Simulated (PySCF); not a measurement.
Job file and geometry (Å, from GFN2-xTB) of an NMR shielding run on SMILES C=CCNN(C)[SiH](C)C, C$_{6}$H$_{16}$N$_{2}$Si, GIAO PBE0/pcSseg-1 NMR shielding, non-relativistic, gas phase (PySCF); density fitting, a coarse starting grid and PySCF grid level 2 are the driver's defaults:

```
$ OMP_NUM_THREADS=1 python probes_run.py task.json out

{"job": {"kind": "nmr", "xc": "PBE0", "basis": "pcSseg-1"}, "charge": 0, "multiplicity": 1}
C      4.155180     0.341958     0.470779
C      2.917366     0.798515     0.486557
C      1.729664     0.048603    -0.023076
N      0.690560    -0.019536     1.001178
N     -0.513496    -0.622816     0.564635
C     -0.496698    -2.045322     0.817609
Si    -1.532984     0.107614    -0.630390
C     -3.274452    -0.610790    -0.424923
C     -1.518027     1.972267    -0.260661
H      4.392569    -0.636156     0.086487
H      4.983477     0.926020     0.833592
H      2.702844     1.784455     0.879296
H      1.358347     0.542053    -0.939887
H      2.010276    -0.975325    -0.281715
H      0.467159     0.921101     1.315787
H     -1.497123    -2.442289     0.675283
H     -0.179726    -2.215579     1.846960
H      0.189090    -2.578397     0.150707
H     -1.112841    -0.092864    -2.038979
H     -3.600563    -0.595795     0.610243
H     -3.327728    -1.635663    -0.776809
H     -3.987570    -0.033683    -1.003761
H     -0.554748     2.424168    -0.478566
H     -1.756769     2.178672     0.779273
H     -2.254740     2.482932    -0.871791
```

Problem. Write the output of this run.

Solution. 
```
coarse grid: 20184 points
cycle   1  E = -636.5036086888  dE =  7.868e-01  |g| = 5.588e-01  |ddm| = 4.339e+00
cycle   2  E = -636.4973524344  dE =  6.256e-03  |g| = 5.814e-01  |ddm| = 1.038e+00
cycle   3  E = -636.5832601039  dE = -8.591e-02  |g| = 5.532e-02  |ddm| = 5.735e-01
cycle   4  E = -636.5836769324  dE = -4.168e-04  |g| = 3.563e-02  |ddm| = 8.064e-02
cycle   5  E = -636.5839485801  dE = -2.716e-04  |g| = 6.687e-03  |ddm| = 3.645e-02
cycle   6  E = -636.5839576831  dE = -9.103e-06  |g| = 2.642e-03  |ddm| = 7.704e-03
final grid: 187112 points
cycle   7  E = -636.6345514488  dE = -5.803e-05  |g| = 1.167e-02  |ddm| = 3.987e-02
cycle   8  E = -636.6345327500  dE =  1.870e-05  |g| = 1.455e-02  |ddm| = 2.457e-02
cycle   9  E = -636.6345851602  dE = -5.241e-05  |g| = 1.985e-03  |ddm| = 1.434e-02
cycle  10  E = -636.6345861318  dE = -9.716e-07  |g| = 2.874e-04  |ddm| = 1.722e-03
cycle  11  E = -636.6345861490  dE = -1.722e-08  |g| = 1.258e-04  |ddm| = 3.307e-04
cycle  12  E = -636.6345861523  dE = -3.288e-09  |g| = 4.204e-05  |ddm| = 1.468e-04
cycle  13  E = -636.6345861526  dE = -3.613e-10  |g| = 8.877e-06  |ddm| = 4.591e-05
converged SCF energy = -636.6345861526

GIAO shielding tensors (ppm)
atom      isotropic    diamagn.    paramagn.     s11        s22        s33       span
  0 C       63.256     251.591    -188.335    -50.299     80.422    159.644    209.943
  1 C       43.907     257.096    -213.190    -78.178     53.008    156.890    235.068
  2 C      131.671     248.960    -117.289    108.917    135.090    151.007     42.090
  3 N      163.533     319.604    -156.071    113.517    133.008    244.074    130.557
  4 N      192.008     328.386    -136.378    147.710    162.237    266.076    118.367
  5 C      148.211     244.985     -96.774    120.835    137.563    186.236     65.401
  6 Si     366.715     883.637    -516.922    314.352    373.951    411.843     97.491
  7 C      189.482     255.257     -65.775    182.503    191.935    194.007     11.505
  8 C      190.530     257.576     -67.046    184.581    192.305    194.704     10.123
  9 H       26.112      30.859      -4.747     22.635     25.333     30.368      7.733
 10 H       26.297      26.698      -0.402     23.277     25.230     30.383      7.106
 11 H       25.809      31.382      -5.573     22.743     24.642     30.041      7.299
 12 H       28.128      34.351      -6.223     23.324     30.073     30.988      7.664
 13 H       28.230      34.684      -6.454     24.297     28.094     32.300      8.003
 14 H       28.649      37.905      -9.256     21.254     29.446     35.246     13.992
 15 H       29.095      31.899      -2.804     23.350     29.466     34.469     11.119
 16 H       28.876      30.424      -1.548     24.921     26.329     35.377     10.457
 17 H       28.802      31.414      -2.612     23.894     27.034     35.477     11.583
 18 H       26.322      32.238      -5.916     23.051     24.941     30.974      7.922
 19 H       31.609      31.809      -0.200     27.670     29.368     37.790     10.121
 20 H       31.387      31.501      -0.114     26.524     29.450     38.187     11.662
 21 H       31.781      29.538       2.242     26.924     29.132     39.286     12.362
 22 H       31.383      35.055      -3.672     26.177     30.291     37.681     11.504
 23 H       31.628      33.554      -1.926     27.953     29.015     37.915      9.963
 24 H       31.744      30.886       0.858     26.989     28.901     39.344     12.355
```

Problem. Turn these shieldings into chemical shifts. Scale: ¹³C (σref 186.93), ²⁹Si (σref 349.16), ¹H (σref 31.72) vs TMS; ¹⁵N (σref 267.73) against NH3 (reference shieldings calculated alike).

Solution. Averaging equivalent atoms: C 1: 143.0; C 0: 123.7; C 2: 55.3; C 5: 38.7; C 7/8: -3.1; N 3: 104.2; N 4: 75.7; Si 6: -17.6; H 11: 5.91; H 9: 5.60; H 10: 5.42; H 18: 5.40; H 12/13: 3.54; H 14: 3.07; H 15/16/17: 2.79; H 19/20/21/22/23/24: 0.13 ppm. Experimental scales use liquid or dissolved standards, which lie at an offset from isolated NH3 (liquid NH3: subtract about 20 ppm).

Size and cost of the density-fitted run: 240 basis functions, roughly 3 core-minutes.
